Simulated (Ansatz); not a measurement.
AlGa₅. The state is a singlet with charge 0. Geometry PBE-D4/def2-SVP; atoms count from 1.

```xyz
6

Al    1.764    1.225    0.141
Ga   -1.463   -1.041   -0.853
Ga    0.679   -1.610    0.335
Ga    0.670   -0.013   -2.004
Ga    0.158    0.284    1.916
Ga   -1.809    1.155    0.464
```

The restricted singlet is unstable towards broken spin symmetry in Hartree–Fock (as tested in another run); at PBE0-D4/def2-TZVP this wasn't settled. Another isomer (singlet) lies 0.08 eV lower at PBE0-D4/def2-TZVP; other spin states weren't run for this one.

Estimate the Mulliken populations from the PBE0/def2-TZVP orbitals of Ansatz.


```tsv
atom	charge (e)
Al1	0.03
Ga2	-0.05
Ga3	0.01
Ga4	0.06
Ga5	-0.07
Ga6	0.02
```
Mulliken values and Mayer orders depend strongly on the basis.

And the Mayer bond orders between bonded heavy atoms (over 0.3)?

Al1–Ga4 0.64 (2.71 Å); Al1–Ga5 0.70 (2.57 Å); Ga2–Ga3 0.69 (2.51 Å); Ga2–Ga4 0.58 (2.63 Å); Ga2–Ga6 0.67 (2.58 Å); Ga3–Ga4 0.40 (2.83 Å); Ga3–Ga5 0.68 (2.52 Å); Ga5–Ga6 0.65 (2.60 Å). Values over 0.3 also appear between atoms too far apart for a bond (Al1–Ga2 0.37 at 4.07 Å; Al1–Ga3 0.37 at 3.04 Å; Ga2–Ga5 0.34 at 3.47 Å; Ga3–Ga6 0.41 at 3.72 Å; Ga4–Ga5 0.35 at 3.97 Å); they arise where an orbital or an unpaired electron spreads over both atoms.
